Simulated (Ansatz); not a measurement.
Geometry optimisation of `[AlH2][B]1[SiH2][Se]1`.

```yaml
crystal:
  periodic: [false, false, false]
  atoms:
    - {symbol: Al, position_ang: [-0.950143, 1.809534, -0.493949]}
    - {symbol: B, position_ang: [0.108013, 0.015863, -0.340803]}
    - {symbol: Si, position_ang: [0.701005, -1.533433, 0.739601]}
    - {symbol: Se, position_ang: [1.203935, -1.100788, -1.486359]}
    - {symbol: H, position_ang: [-2.489700, 1.823617, -0.953201]}
    - {symbol: H, position_ang: [-0.255646, 3.204327, -0.103310]}
    - {symbol: H, position_ang: [1.898712, -1.505443, 1.643115]}
    - {symbol: H, position_ang: [-0.124075, -2.770675, 0.939106]}
basis:
  gaussian: {orbitals: def2-TZVP}
hamiltonian: {xc: pbe0, dispersion: d4}
relax: {f_tol: 0.005, max_steps: 150}
```

```sh
$ ansatz run in.yaml --threads 2 --pin off --events-out ev --progress --plain --max-ram 4352MiB
```

Shortened log:

```
Functional definition: PBE0
mean field -80550.58120895 eV, -2960.1792602838 hartree, gradient 2.4e-5 eV, S^2 0.000000; 0 other end points of the search recorded, 0 dependent functions left out
relax step   1: F+E_penalty+E_count = -80550.76331211 eV  Δ(F+E_penalty+E_count) = +0.000e0 eV  max|allowed force component| = 5.375e-1 eV/Å  Δτ_max = 0.0000 Å  (28 SCF iters, accepted)
mean field -80550.60232563 eV, -2960.1800363078 hartree, gradient 2.7e-5 eV, S^2 0.000000; 0 other end points of the search recorded, 0 dependent functions left out
relax step   2: F+E_penalty+E_count = -80550.78512082 eV  Δ(F+E_penalty+E_count) = -2.181e-2 eV  max|allowed force component| = 1.229e-1 eV/Å  Δτ_max = 0.0228 Å  (33 SCF iters, accepted)
mean field -80550.60381441 eV, -2960.1800910193 hartree, gradient 2.6e-5 eV, S^2 0.000000; 0 other end points of the search recorded, 0 dependent functions left out
relax step   3: F+E_penalty+E_count = -80550.78682115 eV  Δ(F+E_penalty+E_count) = -1.700e-3 eV  max|allowed force component| = 2.396e-2 eV/Å  Δτ_max = 0.0117 Å  (33 SCF iters, accepted)
mean field -80550.60384512 eV, -2960.1800921478 hartree, gradient 2.6e-5 eV, S^2 0.000000; 0 other end points of the search recorded, 0 dependent functions left out
relax step   4: F+E_penalty+E_count = -80550.78688557 eV  Δ(F+E_penalty+E_count) = -6.443e-5 eV  max|allowed force component| = 9.572e-3 eV/Å  Δτ_max = 0.0030 Å  (34 SCF iters, accepted)
mean field -80550.60394335 eV, -2960.1800957579 hartree, gradient 2.6e-5 eV, S^2 0.000000; 0 other end points of the search recorded, 0 dependent functions left out
relax step   5: F+E_penalty+E_count = -80550.78696235 eV  Δ(F+E_penalty+E_count) = -7.678e-5 eV  max|allowed force component| = 6.744e-3 eV/Å  Δτ_max = 0.0126 Å  (34 SCF iters, accepted)
mean field -80550.60390660 eV, -2960.1800944071 hartree, gradient 2.6e-5 eV, S^2 0.000000; 0 other end points of the search recorded, 0 dependent functions left out
relax step   6: F+E_penalty+E_count = -80550.78694439 eV  Δ(F+E_penalty+E_count) = +1.796e-5 eV  max|allowed force component| = 2.004e-2 eV/Å  Δτ_max = 0.0248 Å  (33 SCF iters, rejected (line search))
mean field -80550.60397959 eV, -2960.1800970895 hartree, gradient 2.6e-5 eV, S^2 0.000000; 0 other end points of the search recorded, 0 dependent functions left out
relax step   7: F+E_penalty+E_count = -80550.78701401 eV  Δ(F+E_penalty+E_count) = -5.166e-5 eV  max|allowed force component| = 1.638e-3 eV/Å  Δτ_max = 0.0121 Å  (34 SCF iters, accepted)
mean field -80550.60397732 eV, -2960.1800970063 hartree, gradient 2.6e-5 eV, S^2 0.000000; 0 other end points of the search recorded, 0 dependent functions left out
relax step   8: F+E_penalty+E_count = -80550.78702131 eV  Δ(F+E_penalty+E_count) = -7.297e-6 eV  max|allowed force component| = 1.418e-3 eV/Å  Δτ_max = 0.0056 Å  (34 SCF iters, accepted)
mean field -80550.60397732 eV, -2960.1800970063 hartree, gradient 2.6e-5 eV, S^2 0.000000; 1 other end points of the search recorded, 0 dependent functions left out
Total energy: -80550.78705916 eV, -2960.1868251396 hartree
Atom 0 at    -0.946374     1.804809    -0.489523 Å, force    -0.000010     0.001418    -0.000410 eV/Å
Atom 1 at     0.106564     0.017956    -0.314789 Å, force     0.000284    -0.000990     0.000358 eV/Å
Atom 2 at     0.706806    -1.537626     0.718928 Å, force    -0.000042    -0.000519     0.000566 eV/Å
Atom 3 at     1.201215    -1.079999    -1.460018 Å, force    -0.000312     0.000339    -0.000044 eV/Å
Atom 4 at    -2.474885     1.798844    -0.928120 Å, force     0.000558     0.000329     0.000057 eV/Å
Atom 5 at    -0.247979     3.189079    -0.136102 Å, force    -0.000759    -0.000842    -0.000131 eV/Å
Atom 6 at     1.871225    -1.502816     1.634036 Å, force    -0.000252    -0.000034    -0.000355 eV/Å
Atom 7 at    -0.124471    -2.747244     0.919788 Å, force     0.000532     0.000299    -0.000042 eV/Å
Dipole moment:     0.029758    -0.127592     0.139507 e Å
```

Run time 44 s (2 threads of an Arm Neoverse V2 on a shared host); peak host memory 0.48 GiB.
